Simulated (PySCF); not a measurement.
Se(H)(OMe), SMILES [SeH]OC (CH₄OSe), singlet (PBE0/def2-SVP optimised geometry):

```
7

Se    -0.580    -1.741     0.000
H      0.902    -1.741     0.000
O     -0.793     0.053     0.000
C     -0.642     0.681    -1.249
H     -1.310     0.259    -2.020
H     -0.902     1.741    -1.095
H      0.398     0.627    -1.622
```

Method: PBE0/def2-TZVP run with PySCF.

What are the frontier orbital energies and the dipole moment?

HOMO-2 -9.47 eV, HOMO-1 -8.18 eV, HOMO -6.81 eV, LUMO -1.19 eV, LUMO+1 0.48 eV; dipole moment 1.46 D.

On the same geometry PBE/def2-TZVP in PySCF gives HOMO-2 -8.05 eV, HOMO-1 -6.62 eV, HOMO -5.57 eV, LUMO -2.21 eV, LUMO+1 -0.42 eV; dipole moment 1.37 D.

Meta-Löwdin charges at PBE0/def2-TZVP: Se1 0.25, H2 0.05, O3 -0.51, C4 -0.12, H5 0.11, H6 0.13, H7 0.10.
